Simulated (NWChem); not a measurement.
System: CBrClF₂; SMILES FC(F)(Cl)Br

NWChem input:

```
start job
memory heap 200 mb stack 900 mb global 1100 mb
geometry units angstroms noautosym nocenter noautoz
  F     -1.159892     0.749722    -1.082262
  C     -0.410259     0.546464     0.000000
  F     -1.159892     0.749722     1.082262
  Cl     0.949194     1.700723     0.000000
  Br     0.210008    -1.318180     0.000000
end
basis spherical
  * library aug-cc-pvdz
end
dft
  xc b3lyp
  iterations 150
end
property
  response 1 0.0773
end
task dft property
```

All runs use the structure optimised with B3LYP/6-31G* (spherical d).

Field at 589 nm.

Question: Give the results of this calculation. (B3LYP/aug-cc-pVDZ.) Quantities: isotropic polarisability (bohr³); anisotropy (bohr³).

Answer: 
```yaml
isotropic polarisability (bohr³): 52.8
anisotropy (bohr³): 22.1
```
